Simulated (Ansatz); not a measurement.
`N=C([SiH3])S` and `N=C([SiH3])Cl` differ in one atom or group.

Ansatz, PBE0-D4/def2-TZVP geometries, multiplicity 1. Each molecule was computed in one conformer, which needn't be the lowest.

```json
{"property": "size of the dipole moment (ωB97M-V/def2-TZVPP) / D", "`N=C([SiH3])S`": "1.52"}
{"property": "LUMO energy (ωB97M-V/def2-TZVPP) / eV", "`N=C([SiH3])S`": "1.24"}
{"property": "HOMO–LUMO gap (PBE/def2-TZVPP) / eV", "`N=C([SiH3])S`": "4.31"}
{"property": "zero-point energy (PBE0-D4/def2-TZVP) / kJ/mol", "`N=C([SiH3])S`": "144.9"}
{"property": "size of the dipole moment (B3LYP/def2-TZVPP) / D", "`N=C([SiH3])S`": "1.53"}
{"property": "LUMO energy (PBE0/def2-TZVPP) / eV", "`N=C([SiH3])S`": "-0.94"}
```

Question: What does the change do to each property? (An estimate is asked.)

Answer: The calculation gave: 
| property | `N=C([SiH3])Cl` | shift |
| --- | --- | --- |
| size of the dipole moment (ωB97M-V/def2-TZVPP) / D | 0.34 | -1.18 |
| LUMO energy (ωB97M-V/def2-TZVPP) / eV | 1.04 | -0.20 |
| HOMO–LUMO gap (PBE/def2-TZVPP) / eV | 4.63 | 0.32 |
| zero-point energy (PBE0-D4/def2-TZVP) / kJ/mol | 122.5 | -22.4 |
| size of the dipole moment (B3LYP/def2-TZVPP) / D | 0.35 | -1.18 |
| LUMO energy (PBE0/def2-TZVPP) / eV | -1.20 | -0.26 |

With PBE0 the HOMO falls by 0.73 eV and the LUMO falls by 0.26 eV, so the gap widens by about 0.47 eV. PBE moves the HOMO by -0.61 eV and ωB97M-V by -0.81 eV. The zero-point energy changes by -22.4 kJ/mol with -3 modes. Dipoles are sizes alone; their direction can turn.

B3LYP here is the variant with VWN-RPA as its local correlation; programs differ in this.
